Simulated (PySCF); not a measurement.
# Electron correlation in Cl (chlorine, neutral)

[Ne] 3s2 3p5, 2P determinant. All numbers are calculated (PySCF 2.14, the non-relativistic Hamiltonian (point nucleus), in dyall-av3z (19s12p3d2f, 84 functions)). Frozen: [Ne]; 7 electrons correlated; the 26 highest virtual orbitals of each spin left out.

MP2 pair energies summed by pair of shells (mhartree):

```csv
pair,energy,share (%)
3p-3p,-100.29,61.2
3s-3p,-53.92,32.9
3s-3s,-9.65,5.9
```

Total MP2 correlation energy: -163.86 mhartree.

Same-spin part -37.45 and opposite-spin part -126.41 mhartree; SCS-MP2 scales them by 1/3 and 6/5 to -164.17 mhartree.
